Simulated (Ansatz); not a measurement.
Coupled-cluster diagnostics for WO2Br2 (WBr2O2), Ansatz.

Geometry of the singlet (B3LYP-D4/def2-SVP):

Cartesian coordinates in Å:
```
W 0.0999 0.0267 0.0666
O 1.4818 -0.9501 0.2683
O 0.3673 1.4467 0.9701
Br -1.8286 -1.1357 0.9741
Br -0.1205 0.6123 -2.2792
```

In the def2 sets W takes a core potential; there is no spin–orbit coupling. Correlated methods freeze 20 core orbitals; core or outer-core shells of W, Br are correlated, in sets that lack core-valence functions.

(1) Estimate the CCSD(T) correlation energy, the shares of MP2 and (T), T1 and the reference's ⟨S²⟩ for: charge 0, singlet, own geometry in def2-SVP; charge 1, doublet, vertical in def2-SVP; and the rough time on 4 threads of Arm Neoverse V1 on a shared host.

Results:

(1) 
```
                          state     basis  correlation (eV)  MP2 share (%)  (T) share (%)     T1  ⟨S²⟩ (pure)  wall time            remarks
charge 0, singlet, own geometry  def2-SVP           -33.395          102.1            4.6  0.019  0.00 (0.00)       31 s                  –
    charge 1, doublet, vertical  def2-SVP           -32.975           97.5            4.7  0.044  1.18 (0.75)    3.5 min  spin-contaminated
```
Customary marks for T1 are 0.02 (closed shells), 0.045 (open shells) and about 0.05 (3d metals). T1 exceeds 0.02 in 1 of 2 rows and 0.045 in 0; the higher it lies, the less the single-reference result can be trusted.
